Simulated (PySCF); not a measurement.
B(Cl)(NH2)2 (BClH₄N₂), SMILES NB(N)Cl. Atoms are numbered in the order given.

```xyz
8

B      0.0000     0.0000     0.4472
Cl     0.0000     0.0000    -1.3584
N      0.0000    -1.2544     1.1039
H      0.0000    -1.3658     2.1160
H      0.0000    -2.1291     0.5850
N      0.0000     1.2544     1.1039
H      0.0000     1.3658     2.1160
H      0.0000     2.1291     0.5850
```

Coordinates come from a PBE-D3(BJ)/def2-SVP optimisation. The values are those of a single conformer.

The numbers are results of PBE0/pcSseg-1 run with PySCF, not measurements.

GIAO shieldings, no solvent; atoms listed in one row are averaged. δ = σ(ref) − σ: ¹¹B against BF3 (σ = 88.8 ppm); ³⁵Cl against HCl (σ = 945.9 ppm); ¹⁵N against NH3 (σ = 267.4 ppm); ¹H against TMS (σ = 31.56 ppm), references at their B3LYP-D3(BJ)/def2-TZVP geometries, non-relativistic (without spin–orbit terms, shifts of atoms bonded to Cl or Br come out too high).

Computed chemical shifts:
```json
[
 {"nucleus": "¹¹B", "atoms": "B1", "count": "1", "δ (ppm)": "14.4"},
 {"nucleus": "³⁵Cl", "atoms": "Cl2", "count": "1", "δ (ppm)": "36.2"},
 {"nucleus": "¹⁵N", "atoms": "N3, N6", "count": "2", "δ (ppm)": "68.5"},
 {"nucleus": "¹H", "atoms": "H5, H8", "count": "2", "δ (ppm)": "2.81"},
 {"nucleus": "¹H", "atoms": "H7, H4", "count": "2", "δ (ppm)": "2.60"}
]
```
